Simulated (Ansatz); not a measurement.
`FCC(F)(F)OC(F)(F)CF`: the same geometry under several functionals.

```yaml
crystal:
  periodic: [false, false, false]
  atoms:
    - {symbol: F, position_ang: [-2.184910, 1.793408, 0.285536]}
    - {symbol: C, position_ang: [-2.248442, 0.658986, -0.470158]}
    - {symbol: C, position_ang: [-1.231867, -0.351645, 0.020313]}
    - {symbol: F, position_ang: [-1.371682, -1.468606, -0.721654]}
    - {symbol: F, position_ang: [-1.466586, -0.693370, 1.296114]}
    - {symbol: O, position_ang: [0.029476, 0.174545, -0.133579]}
    - {symbol: C, position_ang: [1.111499, -0.361174, 0.525037]}
    - {symbol: F, position_ang: [1.062177, -1.701689, 0.536321]}
    - {symbol: F, position_ang: [1.131405, 0.045842, 1.810186]}
    - {symbol: C, position_ang: [2.382164, 0.132943, -0.135732]}
    - {symbol: F, position_ang: [2.437315, -0.298873, -1.428989]}
    - {symbol: H, position_ang: [-2.030212, 0.898254, -1.513144]}
    - {symbol: H, position_ang: [-3.241646, 0.213055, -0.380645]}
    - {symbol: H, position_ang: [3.232625, -0.266427, 0.421533]}
    - {symbol: H, position_ang: [2.388674, 1.224752, -0.111158]}
basis:
  gaussian: {orbitals: def2-TZVPP}
hamiltonian: {xc: {name: CAM-B3LYP}, dispersion: d4}
output: {orbitals: {seedname: orbitals}}
```

```sh
$ ansatz run in.yaml --threads 4 --pin off --events-out ev --progress --plain --max-ram 66560MiB --backend cuda --devices 0, --max-vram 37GiB
```

Shortened log:

```
Functional definition: CAM-B3LYP
2043 factors; their error is unknown
432 factors; integrals over basis functions are off by at most 6.4e-6 eV
mean field evaluation 1: about -22558.6433 eV, gradient 6.7e1 eV
mean field evaluation 2: about -22557.9945 eV, gradient 7.4e1 eV
mean field evaluation 4: about -22564.9601 eV, gradient 2.4e0 eV
mean field evaluation 8: about -22564.9713 eV, gradient 3.5e-2 eV
mean field evaluation 16: about -22564.9934 eV, gradient 1.3e-4 eV
mean field -22564.99338835 eV, -829.2482119199 hartree, gradient 1.6e-5 eV, S^2 0.000000; 0 other end points of the search recorded, 0 dependent functions left out
reference -22564.99351727 eV, -829.2482166579 hartree; 45, 45 occupied and 352, 352 virtual orbitals, 2043 factors
Total energy: -22565.27242244 eV, -829.2584662336 hartree
```

Run time 6.5 s (4 threads of an AMD EPYC 7R13 on a shared host and a share of an NVIDIA H100 80 GB); peak host memory 0.92 GiB.

With the line `hamiltonian: {xc: hse06, dispersion: d4}` (abridged; 10 s):

```
Functional definition: HSE06
mean field evaluation 16: about -22547.7667 eV, gradient 2.5e-4 eV
mean field -22547.76670172 eV, -828.6151428631 hartree, gradient 5.6e-5 eV, S^2 0.000000
Total energy: -22548.02497067 eV, -828.6246340717 hartree
```

With the line `hamiltonian: {xc: {name: revPBE}, dispersion: d4}` (abridged; 4.7 s):

```
Functional definition: revPBE
mean field evaluation 16: about -22563.3870 eV, gradient 6.4e-4 eV
mean field -22563.38696137 eV, -829.1891768173 hartree, gradient 4.5e-5 eV, S^2 0.000000
Total energy: -22564.53280777 eV, -829.2312858959 hartree
```

The same input with `hamiltonian: {xc: {name: PBE-QIDH}}` (abridged; 9 s):

```
Functional definition: PBE-QIDH
mean field evaluation 16: about -22522.1057 eV, gradient 2.0e-4 eV
mean field -22522.10567291 eV, -827.6721174477 hartree, gradient 7.1e-6 eV, S^2 0.000000
11 core orbitals not correlated: weight in the atoms' cores, before any rotation towards them, 1.000 or more for the frozen orbitals, at most 0.000 for the correlated occupied ones
second order -71.35769988 eV of doubles, -0.00000000 eV of singles
Total energy: -22545.89158379 eV, -828.5462335502 hartree
```

With the line `hamiltonian: {xc: {name: wB97X-V}}` (abridged; 14 s):

```
Functional definition: wB97X-V
mean field evaluation 16: about -22564.1331 eV, gradient 2.0e-4 eV
mean field -22564.13305304 eV, -829.2165951806 hartree, gradient 1.6e-5 eV, S^2 0.000000
Total energy: -22564.13305120 eV, -829.2165951128 hartree
```

With the line `hamiltonian: {xc: {name: B97M-V}}` (abridged; 6.5 s):

```
Functional definition: B97M-V
mean field evaluation 16: about -22564.8224 eV, gradient 6.0e-4 eV
mean field -22564.82240128 eV, -829.2419282609 hartree, gradient 3.2e-5 eV, S^2 0.000000
Total energy: -22564.82245653 eV, -829.2419302914 hartree
```

HSE06 is the plane-wave form, built on full-range PBE exchange.
